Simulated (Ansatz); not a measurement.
Ti₂O₄⁺, 6 atoms. Hardware: 4 threads of Arm Neoverse V2 on a shared host.

Correlated methods freeze 14 core orbitals; core or outer-core shells of Ti are correlated, in sets that lack core-valence functions. In CCSD on the charge 1 doublet the largest single amplitude is 0.16, so its Hartree–Fock determinant may place the open shell otherwise than the density functionals do.

Task: How many basis functions does each of these Ansatz runs have, and roughly what does it cost? LC-ωPBE/def2-TZVP, charge 1 doublet, energy, from earlier orbitals; r2SCAN-D4/def2-SVP, charge 1 doublet, relaxation, 8 steps; PBE-D4/def2-SVP, charge 1 doublet, energy, from earlier orbitals; r2SCAN-D4/def2-TZVP, charge 1 doublet, energy, from earlier orbitals; PBE-D4/def2-TZVP, charge 1 doublet, energy and forces, from earlier orbitals; MP2/def2-TZVP, charge 1 doublet, energy, from earlier orbitals; PBE0-D4/def2-SVP, charge 1 doublet, energy, from earlier orbitals; PBE0-D4/def2-TZVP, charge 1 doublet, energy, from earlier orbitals; BHLYP-D4/def2-TZVP, charge 1 doublet, energy, from earlier orbitals; CCSD(T)/def2-SVP, charge 1 doublet, energy, from earlier orbitals; B97M-V/def2-TZVP, charge 1 doublet, energy, from earlier orbitals; PBE-D4/def2-SVP, charge 1 doublet, energy with a search over starts.

Result: Other jobs shared the machine, so times can vary by a factor of up to 3. A dash marks memory too small to be measured apart from the calling script's.

```json
{"run": "PBE-D4/def2-SVP, charge 1 doublet, energy, from earlier orbitals", "functions": "118", "fitting or Cholesky vectors": "1332", "wall time": "3.5 s", "peak host memory (GiB)": "–"}
{"run": "PBE0-D4/def2-SVP, charge 1 doublet, energy, from earlier orbitals", "functions": "118", "fitting or Cholesky vectors": "1209", "wall time": "4.5 s", "peak host memory (GiB)": "–"}
{"run": "PBE-D4/def2-TZVP, charge 1 doublet, energy and forces, from earlier orbitals", "functions": "214", "fitting or Cholesky vectors": "1430", "wall time": "6.5 s", "peak host memory (GiB)": "–"}
{"run": "PBE-D4/def2-SVP, charge 1 doublet, energy with a search over starts", "functions": "118", "fitting or Cholesky vectors": "1332", "wall time": "7 s", "peak host memory (GiB)": "–"}
{"run": "MP2/def2-TZVP, charge 1 doublet, energy, from earlier orbitals", "functions": "214", "fitting or Cholesky vectors": "1641", "wall time": "12 s", "peak host memory (GiB)": "0.75"}
{"run": "PBE0-D4/def2-TZVP, charge 1 doublet, energy, from earlier orbitals", "functions": "214", "fitting or Cholesky vectors": "1536", "wall time": "13 s", "peak host memory (GiB)": "0.93"}
{"run": "r2SCAN-D4/def2-TZVP, charge 1 doublet, energy, from earlier orbitals", "functions": "214", "fitting or Cholesky vectors": "1430", "wall time": "15 s", "peak host memory (GiB)": "–"}
{"run": "LC-ωPBE/def2-TZVP, charge 1 doublet, energy, from earlier orbitals", "functions": "214", "fitting or Cholesky vectors": "1430", "wall time": "21 s", "peak host memory (GiB)": "0.98"}
{"run": "B97M-V/def2-TZVP, charge 1 doublet, energy, from earlier orbitals", "functions": "214", "fitting or Cholesky vectors": "1430", "wall time": "22 s", "peak host memory (GiB)": "0.68"}
{"run": "BHLYP-D4/def2-TZVP, charge 1 doublet, energy, from earlier orbitals", "functions": "214", "fitting or Cholesky vectors": "1748", "wall time": "34 s", "peak host memory (GiB)": "1.4"}
{"run": "r2SCAN-D4/def2-SVP, charge 1 doublet, relaxation, 8 steps", "functions": "118", "fitting or Cholesky vectors": "1332", "wall time": "50 s", "peak host memory (GiB)": "–"}
{"run": "CCSD(T)/def2-SVP, charge 1 doublet, energy, from earlier orbitals", "functions": "118", "fitting or Cholesky vectors": "1209", "wall time": "2.1 min", "peak host memory (GiB)": "1.8"}
```
